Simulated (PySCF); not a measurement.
Vertical excitations of a molecule C₄H₉Cl from TDDFT-B3LYP/def2-SVPD in PySCF, as energy in eV (oscillator strength): 7.02 (0.003), 7.12 (0.004), 7.65 (0.008), 7.78 (0.037), 8.13 (0.006), 8.24 (0.003), 8.33 (0.015), 8.41 (0.013), 8.48 (0.004), 8.64 (0.019). Lowest triplet (TDA): 6.40 eV. Geometry optimised at PBE-D3(BJ)/def2-SVP. Other conformers were not sampled.

**Question.** Which structure fits?
A. CC[C@H](C)Cl
B. CC(C)CCl
C. CCCCCl
D. CC(C)(C)Cl

**Answer.** C, CCCCCl
